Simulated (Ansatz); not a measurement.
**Reading a saddle point**

A first-order saddle point of CH8AsGa, closed shell, PBE0-D4/def2-TZVP, with one imaginary mode of 1217i cm⁻¹:

```csv
atom,x (Å),y (Å),z (Å)
Ga1,-0.9897,0.1339,0.3270
C2,0.5122,1.3127,-0.6837
H3,-2.0575,-0.3049,-0.7126
H4,-1.1094,0.6378,1.7919
H5,0.6342,-0.1231,-0.1853
As6,0.8897,-1.8924,0.3837
H7,1.3938,1.6239,-0.1221
H8,0.7912,1.0315,-1.6998
H9,-0.1535,2.1800,-0.7542
H10,-0.3025,-2.6588,-0.1616
H11,0.3916,-1.9406,1.8168
```

Program: Ansatz 0.2.0. Basis: def2-TZVPP and def2-QZVPP. Cores are frozen in the correlated methods. Filled d shells of the heavier atoms are correlated. The def2 sets are not built for correlating such inner shells, so the correlated values are less sure here. Extrapolation: Hartree–Fock as exp(−7.88 √X), correlation as X^−2.97.

Question: Which contacts change along the imaginary mode, and what lies on either side? (A judgement: the text doesn't fix the answer.)

Answer: The calculation gives: The step is CH₅Ga ([CH3][GaH2]) + AsH₃ → GaAsH₄ ([GaH2][AsH2]) + CH₄, with the molecules in contact on both sides. Shortening one way: Ga1–As6, C2–H5; lengthening the same way: Ga1–C2, H5–As6.
```csv
pair,one side (Å),saddle (Å),other side (Å)
Ga1–As6,3.45,2.76,2.42
C2–H5,2.78,1.52,1.09
Ga1–C2,1.97,2.16,3.18
H5–As6,1.53,1.88,3.21
```

Question: Which side is lower, and how far does the saddle lie above each? (Judge from chemistry; the value comes from the calculation.)

Answer: The calculation gives: The side with Ga1–As6, C2–H5 short is lower by 17.62 kcal/mol; the saddle lies 44.35 kcal/mol above it and 26.73 kcal/mol above the other (CCSD(T) at an estimated basis limit (MP2 extrapolated from triple and quadruple zeta, plus CCSD(T) − MP2 in triple zeta); electronic energies).

No T1 diagnostic of these runs exceeds 0.013. The start structure is not quite a true minimum (one mode of 52i cm⁻¹). The end structure is not quite a true minimum (one mode of 51i cm⁻¹).

Labels in which every atom is bracketed show which atoms are joined, not bond orders.

For scale, one of the runs: CCSD(T)/def2-TZVPP, 239 basis functions, launched by `ansatz run in.yaml --threads 8 --pin off --events-out ev --progress --plain --max-ram 19148MiB`. Time: 2.3 min of wall clock on 8 CPU threads of an Intel Xeon; the host was shared. Peak host memory: 4.5 GiB.
